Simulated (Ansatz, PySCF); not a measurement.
TiI3H, SMILES [I][TiH]([I])[I], multiplicity 1.

Geometry optimised at B3LYP-D3(BJ)/def2-SVP. The spin state was assumed, not searched. The structure was generated by enumeration; whether it is a known compound was not checked. The def2 effective core potentials stand for the cores of I; spin–orbit coupling is left out.

Vertical ionisation energy (IE) and electron affinity (EA) in eV. Rows of orbital energies are one-electron estimates. Where ΔSCF, EOM or ADC give a negative EA the extra electron is unbound and the value depends on the basis.

```
level                                                                  IE    EA
-------------------------------------------------------------------  ----  ----
−ε(HOMO), −ε(LUMO), r2SCAN/def2-TZVP (PySCF)                         7.12  4.34
−ε(HOMO), −ε(LUMO), PBE/def2-TZVP (PySCF)                            6.81  4.35
ΔSCF, PBE0/def2-SVPD (Ansatz), final states of multiplicity 2 and 2  9.48  2.72
ΔSCF, PBE/def2-SVPD (Ansatz), final states of multiplicity 2 and 2   9.13  2.06
```

### Question
What vertical singlet–triplet gap does ΔSCF give with PBE0/def2-SVPD (Ansatz, a quantum-chemistry and plane-wave program) and with PBE/def2-SVPD (Ansatz)? (An estimate is asked for; the answer gives what the named calculation found.)

### Answer
2.35 and 2.59 eV (triplet above singlet where positive).
